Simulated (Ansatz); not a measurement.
One change: `C#CBN=C` becomes `C=NBI`.

Ansatz, PBE0-D4/def2-TZVP geometries, multiplicity 1. Each molecule was computed in one conformer, which needn't be the lowest.

Elements past krypton have def2 core potentials.

```json
{"property": "ideal-gas entropy at 298 K and 1 bar (rigid rotor, harmonic PBE0-D4/def2-TZVP) / J/(mol·K)", "`C#CBN=C`": "312"}
{"property": "HOMO–LUMO gap (PBE0/def2-TZVPP) / eV", "`C#CBN=C`": "6.41"}
{"property": "size of the dipole moment (B3LYP/def2-TZVPP) / D", "`C#CBN=C`": "2.18"}
{"property": "LUMO energy (PBE/def2-TZVPP) / eV", "`C#CBN=C`": "-2.21"}
{"property": "LUMO energy (ωB97M-V/def2-TZVPP) / eV", "`C#CBN=C`": "1.12"}
{"property": "HOMO–LUMO gap (ωB97M-V/def2-TZVPP) / eV", "`C#CBN=C`": "10.82"}
```

**Question.** What does the change do to each property? (Estimate.)

**Answer.** Ansatz gave: 
```tsv
property	`C=NBI`	shift
ideal-gas entropy at 298 K and 1 bar (rigid rotor, harmonic PBE0-D4/def2-TZVP) / J/(mol·K)	316	4
HOMO–LUMO gap (PBE0/def2-TZVPP) / eV	5.56	-0.85
size of the dipole moment (B3LYP/def2-TZVPP) / D	3.27	1.09
LUMO energy (PBE/def2-TZVPP) / eV	-2.71	-0.50
LUMO energy (ωB97M-V/def2-TZVPP) / eV	0.46	-0.66
HOMO–LUMO gap (ωB97M-V/def2-TZVPP) / eV	9.79	-1.03
```

With PBE0 the HOMO rises by 0.26 eV and the LUMO falls by 0.59 eV, so the gap narrows by about 0.85 eV. PBE moves the HOMO by 0.19 eV and ωB97M-V by 0.38 eV. The zero-point energy changes by -49.2 kJ/mol with -6 modes. Dipoles are sizes alone; their direction can turn.

B3LYP here is the variant with VWN-RPA as its local correlation; programs differ in this.

Spin–orbit coupling is left out; it splits and shifts lone-pair levels of the heavy atoms by tenths of an eV.
